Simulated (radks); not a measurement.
Computed order of ionisation of bromine. At each step one electron was removed from each of the four highest sub-shells of the ion before, moves of one valence electron (up to charge 6) and the configuration listed by NIST were tried, and the lowest configuration was kept. Level of theory: Dirac Kohn-Sham, relativistic LDA (MacDonald-Vosko exchange, VWN5 correlation), spin-unpolarised, spherical densities, finite nucleus; Fermi nuclear charge, rms radius of each element as measured or else 0.836 A^(1/3) + 0.57 fm (a radial shooting solver on a logarithmic mesh with Libxc functionals). Sub-shells are occupied by j as written (lower j first in brackets).

| species | lowest configuration found | NIST configuration | margin to the next tried (eV) | IE (eV) | NIST IE (eV) | kind |
|---|---|---|---|---|---|---|
| Br | [Ar] 3d10 4s2 4p(1/2: 2, 3/2: 3) | same | - | 12.493 | 11.814 | exp. |
| Br+ | [Ar] 3d10 4s2 4p(1/2: 2, 3/2: 2) | same | 0.583 | 22.673 | 21.591 | exp. |
| Br2+ | [Ar] 3d10 4s2 4p(1/2: 2, 3/2: 1) | same | 0.662 | 33.890 | 34.87 | exp. |
| Br3+ | [Ar] 3d10 4s2 4p(1/2: 2, 3/2: 0) | same | 0.745 | 46.786 | 47.78 | exp. |
| Br4+ | [Ar] 3d10 4s2 4p(1/2: 1, 3/2: 0) | same | 14.447 | 59.723 | 59.60 | exp. |
| Br5+ | [Ar] 3d10 4s2 | same | 15.093 | 88.926 | 87.39 | exp. |
| Br6+ | [Ar] 3d10 4s1 | same | 15.787 | 103.90 | 103.0 | semi-emp. |
| Br7+ | [Ar] 3d10 | same | 68.694 | 192.86 | 192.6 | exp. |
| Br8+ | [Ar] 3d(3/2: 4, 5/2: 5) | same | 1.189 | 228.37 | 224 | theory |
| Br9+ | [Ar] 3d(3/2: 4, 5/2: 4) | same | 1.258 | 265.77 | 261 | theory |
| Br10+ | [Ar] 3d(3/2: 4, 5/2: 3) | same | 1.331 | 304.99 | 301 | theory |
| Br11+ | [Ar] 3d(3/2: 4, 5/2: 2) | same | 1.406 | 345.98 | 338 | theory |
| Br12+ | [Ar] 3d(3/2: 4, 5/2: 1) | same | 1.485 | 388.68 | 393 | theory |
| Br13+ | [Ar] 3d(3/2: 4, 5/2: 0) | same | 1.567 | 434.70 | 436 | theory |

Reference values: NIST Atomic Spectra Database (exp. = measured, semi-emp. = semi-empirical, theory = theoretical value adopted there). Spin polarisation and multiplet splitting are left out, so open shells lie too high by an amount that depends on their filling.

Beside tabulated values, note that spin-unpolarised runs miss the spin-polarisation part of the exchange energy of open shells.
